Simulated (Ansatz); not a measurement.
Ansatz results at the PBE0-D4/def2-TZVP geometry: LUMO energy (PBE0/def2-TZVPP) -1.57 eV; HOMO energy (B3LYP/def2-TZVPP) -6.08 eV; HOMO–LUMO gap (ωB97M-V/def2-TZVPP) 9.00 eV.

Each molecule was computed in one conformer, which needn't be the lowest.

(1) Which molecule gave them?
A. `N=C[SiH]1C=N1`
B. `O=C1C[SiH]1[SiH2]O`
C. `C[C@H]1O[Si@H]1F`
D. `O[SiH2]O[SiH]1C=C1`

Answers

(1) B. The others give `N=C[SiH]1C=N1`: -1.61, -6.52, 9.35; `O[SiH2]O[SiH]1C=C1`: -0.29, -7.14, 11.38; `C[C@H]1O[Si@H]1F`: 0.09, -7.41, 11.66.

B3LYP here is the variant with VWN-RPA as its local correlation; programs differ in this.
